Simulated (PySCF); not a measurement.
```xyz
4
charge 0 multiplicity 1, angstrom
Se    0.0004   -0.9367    0.0000
O    -1.5048   -1.5509    0.0000
Br    0.1523    0.6324   -1.8567
Br    0.1523    0.6324    1.8567
```

Computed with PBE in PySCF with Se def2-SVP, O def2-SVP, Br def2-SVP; no relativity; density-fitted integrals.

This geometry of SeOBr2 is a stationary point at this level.

(1) What is the point group?

(2) Is it a minimum?

(3) List the harmonic modes with their infrared intensities.

(4) Give the ideal-gas entropy at 298.15 K and 1 bar by parts.

Answers

(1) Cs.

(2) Yes: all harmonic wavenumbers are real.

(3) 
| symmetry | ω (cm⁻¹) | IR (km/mol) | type |
| --- | --- | --- | --- |
| a' | 83 | 0.1 | bend |
| a'' | 177 | 2.1 | bend |
| a' | 199 | 2.4 | bend |
| a'' | 256 | 65.7 | mixed |
| a' | 267 | 21.3 | mixed |
| a' | 959 | 63.0 | stretch |

(4) translation 177.9, rotation 124.6, vibration 49.1, spin 0.0; total 351.6 J/(mol K).

Only a few start shapes were tried, so a lower isomer may exist.
